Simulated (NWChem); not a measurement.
Molecule: ZrOF$_{2}$; SMILES [F][Zr]([F])=[O]

```xyz
4

Zr     0.0307    -0.1590     0.0000
O      1.7115     0.2799     0.0000
F     -0.8290     0.2290     1.6867
F     -0.8290     0.2290    -1.6867
```
Atoms are numbered in this order, from 1.

Geometry: optimised at PBE0/def2-SVP. def2 effective core potentials on Zr; no spin-orbit coupling.

Symmetry labels are those of Cs in the frame above (b1 and b2, or b-type labels, depend on it).

### Question
List the 4 lowest vertical singlet excitations from Hartree-Fock/def2-SVPD with def2 effective core potentials on Zr, CIS (NWChem).

### Answer
```
state  energy (eV)  oscillator strength  symmetry  leading excitation (squared amplitude)
-----  -----------  -------------------  --------  --------------------------------------
S1            5.79                0.023        a'                    HOMO−1 → LUMO (0.69)
S2            5.88                0.006        a"                      HOMO → LUMO (0.78)
S3            5.92                0.004        a'                    HOMO−2 → LUMO (0.65)
S4            6.98                0.001        a'                  HOMO−2 → LUMO+6 (0.57)
```
